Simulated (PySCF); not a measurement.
# One molecule, several mistakes: BFH5N2 anion

All numbers below are calculated, not measured. They come from PySCF 2.14.0, an open-source quantum chemistry program, on an isolated molecule that a program drew, which may never have been made. The molecule is BFH5N2 anion (charge -1, singlet), drawn as the SMILES string `N[BH-](N)F`.

Each row is a Hartree-Fock (HF) and frozen-core CCSD(T) single point in the aug-cc-pVDZ basis, meant for a local HF minimum. Run 1 is clean. Each other run has one planted mistake out of seven kinds, and not every kind appears here: one electron removed, one electron added, multiplicity raised by two, geometry at a saddle point, minimal basis STO-3G, one bond length entered in bohr, all coordinates scaled. The reference is restricted for singlets and unrestricted otherwise, and also for a bond in bohr. Adding or removing an electron swaps singlet and doublet. Electrons count all cores. HOMO and LUMO are orbital energies over both spins, the gradient is its largest component, and the lowest frequency (negative if imaginary) is given only where the gradient is small. Bond lengths are over the 8 bonds as drawn. T1 is the CCSD diagnostic: over 0.02 (restricted) or 0.045 (unrestricted) a single reference is doubtful.

Geometry of the clean run:
```xyz
9
BFH5N2 anion, angstrom
N     0.3526    0.1275    0.8548
B     0.9714    0.6741   -0.4520
N     2.2210   -0.1066   -0.9023
F    -0.0017    0.5490   -1.5569
H    -0.4481    0.6754    1.1206
H     0.0102   -0.8107    0.7179
H     1.2234    1.8858   -0.2860
H     1.9581   -1.0245   -1.2232
H     2.8425   -0.2487   -0.1250
```

| run | electrons | basis functions | <S^2> | HOMO (eV) | LUMO (eV) | gradient (hartree/bohr) | lowest frequency (cm^-1) | mean bond (Å) | longest bond (Å) | T1 | HF (hartree) | CCSD(T) (hartree) | mistake |
|---|---|---|---|---|---|---|---|---|---|---|---|---|---|
| 1 | 34 | 137 | 0.000 | -4.88 | 4.00 | 2.7e-05 | 151 | 1.2299 | 1.546 | 0.0146 | -236.06763 | -236.81461 | no fault |
| 2 | 34 | 137 | 2.009 | 0.28 | 3.40 | 5.6e-02 | - | 1.2299 | 1.546 | 0.0248 | -235.95917 | -236.66592 | multiplicity raised by two |
| 3 | 34 | 25 | 0.000 | -1.23 | 24.00 | 4.8e-02 | - | 1.2299 | 1.546 | 0.0067 | -232.74140 | -232.91934 | minimal basis STO-3G |
| 4 | 34 | 137 | 0.804 | -5.00 | 4.01 | 1.9e-02 | - | 1.3420 | 1.905 | 0.0537 | -235.95083 | -236.68807 | ? |

**Which mistake was planted in run 4, and what did it cost?**

The mean bond changes by a factor of 1.091 and the longest by 1.232, so the molecule wasn't scaled as a whole. A length L in bohr read as angstrom grows by (1/0.5292 - 1) L = 0.890 L. The 8 bonds together grew by 8 x 0.1121 = 0.897 Å, which gives L = 1.008 Å. That is the length of one of the H-N bonds, 1.008 Å in the clean geometry. So the mistake is: one bond length entered in bohr. Subtracting run 1 and multiplying by 627.51 kcal/mol a hartree, the energy moved by 73.3 kcal/mol in HF and 79.4 kcal/mol in CCSD(T).

Cautions from the logs. Run 2: the HOMO is above zero, so the electron isn't bound and the energy depends on the basis; run 4: T1 is over the limit, so its CCSD(T) energy is less reliable.
